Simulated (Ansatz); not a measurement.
Born–Oppenheimer molecular dynamics of BBrClFH2 (6 atoms, charge 0, multiplicity 1). It starts at the highest image of a converged band. Of that band: Neighbouring images differ by up to 1.4 eV, so the band resolves the path poorly. A vibrational analysis at the climbing image gives one clearly imaginary mode, 1368i cm⁻¹: a first-order saddle point.

These are results of Ansatz, RHF/def2-SVP, not measurements.

```json
{
  "ensemble": "NVE (velocity Verlet)",
  "time step": "0.5 fs",
  "steps asked": "200",
  "starting velocities drawn for": "300 K",
  "seed": "8560"
}
```

First frame:

```xyz
6
Properties=species:S:1:pos:R:3
B 0.020 0.199 0.063
Cl 0.014 -0.219 2.044
F 1.154 -0.162 -0.469
H -1.043 -0.026 -0.406
Br 0.078 2.416 0.523
H 0.056 1.306 1.828
```

(1) How far do the bonds stretch over the last three quarters of this one trajectory? (Pairs bonded in most of those frames.)

Answers

(1) 
| bond | mean (Å) | spread (Å) | shortest | longest |
| --- | --- | --- | --- | --- |
| B1–Cl2 | 1.759 | 0.050 | 1.68 | 1.82 |
| B1–F3 | 1.309 | 0.027 | 1.26 | 1.35 |
| B1–H4 | 1.193 | 0.018 | 1.16 | 1.22 |
| Br5–H6 | 1.447 | 0.077 | 1.33 | 1.56 |

Mean temperature of the second half: 3276 K. The conserved energy stayed within 0.38 meV per atom of its start (net change -0.13 meV per atom), so the integration is sound. The kinetic energy rose, since the run started high on the potential surface and went downhill. It ends in pieces (BClFH + BrH), so much of that is their flight and rotation, not heat. A run of 0.1 ps of so small a system gives no equilibrium averages. The orbitals stay closed-shell, which can raise the energy where a bond breaks towards radicals; this wasn't checked here.

Time of the run: 6.2 min on 1 thread of Arm Neoverse V1, on a shared host, peak memory 0.17 GiB.
